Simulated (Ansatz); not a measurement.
Computed with Ansatz on PBE0-D4/def2-TZVP structures; ΔE is electronic, products minus reactants. CCSD(T)/CBS is the MP2 limit (def2-TZVPP, def2-QZVPP) plus CCSD(T) − MP2 in def2-TZVPP, frozen cores. Functionals use def2-TZVPP. B3LYP here is the variant with VWN-RPA as its local correlation; programs differ in this. For Ga outer-core shells are correlated without core-valence functions, which leaves a few kJ/mol of doubt a bond. Scalar relativity is left out up to krypton. Each species was taken in one conformer, which may not be the lowest.

Consider the formal exchange of groups at a Ga–O bond: `[SiH3][O][GaH2]` + `CCOC=O` → `CC[O][GaH2]` + `O=CO[SiH3]`.

```csv
level,ΔE (kcal/mol)
PBE0-D4,10.0
B3LYP-D4,10.0
r2SCAN,10.3
PBE0,10.2
HF/def2-TZVPP,12.7
MP2/def2-TZVPP,10.9
CCSD(T)/def2-TZVPP,10.5
HF/def2-QZVPP,12.8
```

What does CCSD(T)/CBS give? (Estimate.)

Ansatz gave: +10.2 kcal/mol. The listed levels differ from it by -0.2, -0.2, 0.1, 0.0, 2.5, 0.7, 0.3, 2.6 kcal/mol.

Largest T1 diagnostic among the species: 0.016.

In def2-TZVPP, CCSD(T) changes the Hartree–Fock value by −2.2 kcal/mol (the triples alone add −0.3 kcal/mol) and MP2 by −1.8 kcal/mol. From PBE to PBE0 (25 % exact exchange), in def2-TZVPP and without D4, ΔE moves by +1.0 kcal/mol.
